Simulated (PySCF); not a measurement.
# What a mistake does to a calculation on B2CGeH6

Calculated results; nothing here was measured. They come from PySCF 2.14.0, an open-source quantum chemistry program, on an isolated molecule that a program drew, which may never have been made. The molecule is B2CGeH6 (charge 0, singlet), drawn as the SMILES string `BB=[CH][GeH3]`.

Each row is a Hartree-Fock (HF) and frozen-core CCSD(T) single point in the cc-pVDZ basis, meant for a local HF minimum. Run 1 is clean. Each other run has one planted mistake out of seven kinds, and not every kind appears here: one electron removed, one electron added, multiplicity raised by two, geometry at a saddle point, minimal basis STO-3G, one bond length entered in bohr, all coordinates scaled. The reference is restricted for singlets and unrestricted otherwise, and also for a bond in bohr. Adding or removing an electron swaps singlet and doublet. Electrons count all cores. HOMO and LUMO are orbital energies over both spins, the gradient is its largest component, and the lowest frequency (negative if imaginary) is given only where the gradient is small. Bond lengths are over the 9 bonds as drawn. T1 is the CCSD diagnostic: over 0.02 (restricted) or 0.045 (unrestricted) a single reference is doubtful. Germanium has the cc-pVDZ-PP basis, with a core potential (ECP10MDF) in place of its 10 inner electrons, and its 3s, 3p and 3d shells are frozen in CCSD(T).

Geometry of the clean run:
```xyz
10
B2CGeH6, angstrom
B    -0.6206    1.7238   -1.1297
B    -0.6828    1.1217    0.4177
C    -0.7933    0.6203    1.7061
Ge   -2.5470    0.2997    2.4882
H    -1.6282    1.9505   -1.7373
H     0.4313    1.9403   -1.6611
H     0.0701    0.3892    2.3230
H    -3.6376    0.6795    1.4809
H    -2.7015   -1.1802    2.8600
H    -2.7245    1.1390    3.7594
```

| run | electrons | basis functions | <S^2> | HOMO (eV) | LUMO (eV) | gradient (hartree/bohr) | lowest frequency (cm^-1) | mean bond (Å) | longest bond (Å) | T1 | HF (hartree) | CCSD(T) (hartree) | mistake |
|---|---|---|---|---|---|---|---|---|---|---|---|---|---|
| 1 | 54 | 95 | 0.000 | -9.06 | 1.03 | 3.3e-05 | 85 | 1.4530 | 1.947 | 0.0163 | -384.02824 | -384.48789 | no fault |
| 2 | 53 | 95 | 0.757 | -16.82 | -6.54 | 4.6e-02 | - | 1.4530 | 1.947 | 0.0194 | -383.74855 | -384.15867 | one electron removed |
| 3 | 55 | 95 | 0.774 | -0.90 | 7.68 | 4.8e-02 | - | 1.4530 | 1.947 | 0.0148 | -384.02458 | -384.49811 | one electron added |
| 4 | 54 | 95 | 0.945 | -9.03 | 1.18 | 1.6e-02 | - | 1.6173 | 3.140 | 0.0508 | -383.88854 | -384.32874 | ? |

**Which mistake was planted in run 4, and what did it cost?**

The mean bond changes by a factor of 1.113 and the longest by 1.613, so the molecule wasn't scaled as a whole. A length L in bohr read as angstrom grows by (1/0.5292 - 1) L = 0.890 L. The 9 bonds together grew by 9 x 0.1643 = 1.479 Å, which gives L = 1.662 Å. That is bond B1-B2, 1.662 Å in the clean geometry. So the mistake is: one bond length entered in bohr. Subtracting run 1 and multiplying by 627.51 kcal/mol a hartree, the energy moved by 87.7 kcal/mol in HF and 99.9 kcal/mol in CCSD(T).

Cautions from the logs. Run 4: T1 is over the limit, so its CCSD(T) energy is less reliable.
